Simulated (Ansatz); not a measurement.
A nudged elastic band was laid between two geometries of a periodic cell of 13 atoms, LiMg12 (surface Mg(0001), adsorbate Li).

All numbers below come from Ansatz, DFT PBE-D3(BJ), scalar-relativistic, plane waves, PAW. Settings: cutoff 420 eV, k mesh 5x5x1, gaussian smearing 0.1 eV, no spin polarisation.

```yaml
movable_images: 2
climbing_image: yes
spring: 5.0 eV/Å²
optimiser: quadratic models (default)
start_path: default
force_threshold: 0.05 eV/Å
iteration_limit: 50
end_points: relaxed
atoms_held: 1 to 4
```

First end point:

```xyz
13
Lattice="6.4200 0.0000 0.0000 3.2100 5.5599 0.0000 0.0000 0.0000 17.2130" Properties=species:S:1:pos:R:3
Mg 0.000 0.000 1.000
Mg 3.210 0.000 1.000
Mg 1.605 2.780 1.000
Mg 4.815 2.780 1.000
Mg -0.012 1.848 3.613
Mg 3.206 1.851 3.572
Mg 1.627 4.648 3.578
Mg 4.805 4.627 3.617
Mg 0.043 0.026 6.304
Mg 3.235 -0.032 6.096
Mg 1.588 2.821 6.083
Mg 4.773 2.756 6.305
Li 2.342 1.376 8.439
```

Last end point:

```xyz
13
Lattice="6.4200 0.0000 0.0000 3.2100 5.5599 0.0000 0.0000 0.0000 17.2130" Properties=species:S:1:pos:R:3
Mg 0.000 0.000 1.000
Mg 3.210 0.000 1.000
Mg 1.605 2.780 1.000
Mg 4.815 2.780 1.000
Mg -0.004 1.851 3.572
Mg 3.198 1.848 3.613
Mg 1.595 4.627 3.617
Mg 4.837 4.648 3.578
Mg 0.025 -0.032 6.096
Mg 3.253 0.026 6.304
Mg 1.563 2.756 6.305
Mg 4.798 2.821 6.083
Li 5.552 1.376 8.439
```

(1) What changes between the two ends?

(2) What energy profile does the band end with?

Answers

(1) The atom that moves furthest is Li13, by 3.21 Å; four of its nearest neighbours are Mg11 2.86, Mg10 2.88, Mg9 3.42, Mg12 3.52 Å at the first end and Mg12 2.86, Mg9 2.88, Mg10 3.42, Mg11 3.52 Å at the last.

(2) It converged. The highest image is number 0 of 0 to 3, 0.000 eV above the ends, which have the same energy within 2 meV. The highest image is an end point: on this band no image between the ends rises above it. Inner images lie up to 0.010 eV below the lower end, so the ends aren't the lowest states on this path. So few images can step over the top or miss a turn of the path. Limits of this set-up: coarse k mesh, thin slab, slab without dipole correction, a typed lattice constant that wasn't relaxed here.

| image | path coordinate (Å) | energy (eV) | Mg10–Li13 (Å) | Mg11–Li13 (Å) | Mg9–Li13 (Å) |
| --- | --- | --- | --- | --- | --- |
| 0 | 0.00 | 0.000 | 2.88 | 2.86 | 3.42 |
| 1 | 1.45 | -0.001 | 2.88 | 3.24 | 3.70 |
| 2 | 2.45 | -0.010 | 2.93 | 4.01 | 3.05 |
| 3 | 3.45 | 0.000 | 3.42 | 3.52 | 2.88 |

Time of the run: 34 s on 4 threads of AMD EPYC 9R45 96-Core Processor (Zen 5) (shared host), peak memory 2.3 GiB.
